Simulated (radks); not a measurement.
The silicon ion Si4+, [Ne]. Method: non-relativistic Kohn-Sham, r2SCAN, spin-polarised, spherical densities, point nucleus; meta-GGA in the generalised Kohn-Sham scheme; computed with a radial shooting solver on a logarithmic mesh with Libxc functionals. Every spin shell is full or empty, so the densities are truly spherical. Functionals are evaluated on that one density, not self-consistently. Rank these exchange functionals by their error against the exact value of the orbitals, and give that value: LDA, B88, revPBE, PW91, PW86, OPTX, WC, AM05, B86b, EV93, APBE, TPSS, r2SCAN, Tao-Mo.

Answer. Exact: -19.1952 hartree. From best to worst, with 100 (|E| - |E exact|)/|E exact| (equal figures are ties): OPTX -0.04, B86b -0.08, r2SCAN +0.09, B88 -0.11, Tao-Mo -0.15, TPSS +0.19, revPBE -0.21, PW91 -0.33, PW86 +0.37, APBE +0.44, EV93 +1.40, WC -1.86, AM05 -7.38, LDA -8.61.
